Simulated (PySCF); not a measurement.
The isolated species `CCNc1ccccn1` is ionised with Al Kα (hν = 1486.6 eV). Calculated photoelectron kinetic energies of its computed core levels, recoil neglected:

```tsv
line	kinetic energy (eV)
1	1196.92
2	1196.68
3	1196.26
4	1196.16
5	1195.81
6	1195.17
7	1194.57
8	1082.81
9	1081.54
```

Method used: PySCF 2.14.0, delta-SCF UKS SCAN, pcX-2 on the ionised atom, pcseg-1 elsewhere, spin-free X2C.

**Question.** Convert to binding energies and name the level and atom behind each line. Numbering: `[CH3:1][CH2:2][NH:3][c:4]1[cH:5][cH:6][cH:7][cH:8][n:9]1`.

**Answer.** Against the vacuum level, binding energy = hν − kinetic energy.

| line | binding energy (eV) | level | atoms | environment |
| --- | --- | --- | --- | --- |
| 1 | 289.68 | C 1s | C7 | aromatic CH carbon |
| 2 | 289.92 | C 1s | C5 | aromatic CH carbon |
| 3 | 290.34 | C 1s | C1 | methyl carbon |
| 4 | 290.44 | C 1s | C6 | aromatic CH carbon |
| 5 | 290.79 | C 1s | C8 | aromatic CH next to a ring nitrogen |
| 6 | 291.43 | C 1s | C2 | sp3 carbon bound to nitrogen |
| 7 | 292.03 | C 1s | C4 | aromatic carbon bearing nitrogen |
| 8 | 403.79 | N 1s | N9 | pyridine-type nitrogen |
| 9 | 405.06 | N 1s | N3 | aniline-type nitrogen |

**Question.** Where does line 4 move with hν = 800.0 eV?

**Answer.** To 800.0 − 290.44 = 509.56 eV; every photoline shifts by the change in photon energy, -686.6 eV.

Lowest listed C 1s: C7, bonded to 2 C (aromatic in the SMILES) and H. Highest, 2.35 eV above it: C4, bonded to N (aromatic in the SMILES), N and C (aromatic in the SMILES). The widest gap between neighbouring values is 0.64 eV, between 290.79 and 291.43 eV. Summing the Pauling electronegativity differences to the bonded atoms, each weighted by its formal bond order, gives -0.35 for the lowest site and +1.23 for the highest; no listed site has a larger sum than the highest. The smallest sum, -1.05, belongs to C1, 0.66 eV above the lowest.

**Question.** Which photon energy gives electrons from C 1s of C1 a kinetic energy of 100 eV, and what is their de Broglie wavelength?

**Answer.** hν = 290.34 + 100 = 390.34 eV, recoil neglected; λ = 12.264 Å/√(E/eV) = 1.23 Å.

Other core shells, valence and Auger electrons aren't listed. The unrestricted hole states depart most from a pure doublet (⟨S²⟩ = 0.75; over 0.85 named) for C 1s of C4 (0.88) and C 1s of C8 (0.88), which makes these values less certain. Isolated species at its PBE0-D3(BJ)/def2-SVP geometry (one conformer only).

The run took 15 min wall, 8.2 min CPU on x86-64 server, one thread (shared host).

The values belong to the conformer `[CH3:1][CH2:2][NH:3][c:4]1[cH:5][cH:6][cH:7][cH:8][n:9]1`: C1–C2–N3–C4 -78°, C2–N3–C4–C5 173°.
